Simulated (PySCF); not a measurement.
**Stretching RbI**

Set-up: basis Rb def2-SVP with ECP28, I def2-SVP with ECP28; scalar-relativistic core potentials; PySCF 2.14. Energies in eV from Rb + I in their ground configurations at the same level. State: ¹Σ⁺ (singlet), closed shell.

All columns are r²SCANh. A positive dipole means Rb(−)I(+).

| R (Å) | E (eV) | μ (D) | Mulliken charge on Rb (basis-dependent) | HOMO (eV) | LUMO (eV) | Mayer bond order | ⟨S²⟩ |
| --- | --- | --- | --- | --- | --- | --- | --- |
| 2.780 | -2.855 | -10.08 | 0.65 | -5.21 | -1.05 | 0.66 | 0.00 |
| 2.910 | -3.201 | -10.65 | 0.66 | -5.14 | -1.11 | 0.64 | 0.00 |
| 3.039 | -3.389 | -11.22 | 0.67 | -5.00 | -1.18 | 0.62 | 0.00 |
| 3.136 | -3.457 | -11.65 | 0.68 | -4.91 | -1.24 | 0.61 | 0.00 |
| 3.233 | -3.479 | -12.08 | 0.68 | -4.81 | -1.29 | 0.60 | 0.00 |
| 3.330 | -3.467 | -12.52 | 0.69 | -4.72 | -1.35 | 0.59 | 0.00 |
| 3.459 | -3.413 | -13.10 | 0.69 | -4.61 | -1.42 | 0.58 | 0.00 |
| 3.621 | -3.307 | -13.83 | 0.70 | -4.47 | -1.52 | 0.57 | 0.00 |
| 3.815 | -3.148 | -14.72 | 0.71 | -4.30 | -1.63 | 0.56 | 0.00 |
| 4.074 | -2.915 | -15.92 | 0.71 | -4.10 | -1.78 | 0.55 | 0.00 |

A fit through these points gives, at Re = 3.242 Å, μ = -12.12 D and dμ/dR = -4.47 D/Å; the reduced mass is 50.87 u.

How strong is the fundamental in the double-harmonic approximation, I = 42.26·(dμ/dR)²/μred km/mol?

I = 42.26·(-4.47)²/50.87 = 16.6 km/mol at r²SCANh.

Spin–orbit coupling is left out, which matters for elements this heavy, above all for dissociation energies.
